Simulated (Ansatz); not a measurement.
System: InBr, net charge 0, singlet state. 
Coordinates optimised at B3LYP-D3(BJ)/def2-TZVP (Ansatz, a quantum-chemistry and plane-wave program):
```
In
Br 1 2.5957
```

Basis-set convergence of Hartree-Fock and CCSD correlation energies (hartree) with Ansatz. Valence correlation only, unless marked. No spin-orbit coupling. Frozen are the shells of the preceding noble gas and the d and f shells that filled before the atom's block. In def2 rows, elements after Kr have scalar-relativistic effective core potentials.

```
basis       functions        E(HF)  E(corr, CCSD)
----------  ---------  -----------  -------------
def2-SVP           58  -2761.40055       -0.17517
def2-TZVPP         98  -2761.72200       -0.22583
def2-QZVPP        171  -2761.77205       -0.24564
```

Extrapolating the two largest sets (X = 3 and 4) as X^-3: E(corr) = (64·(-0.24564) - 27·(-0.22583))/37 = -0.2601 Eh, an estimate of the basis-set limit. The largest set recovers 94.4 % of it, the smallest 67.3 %.
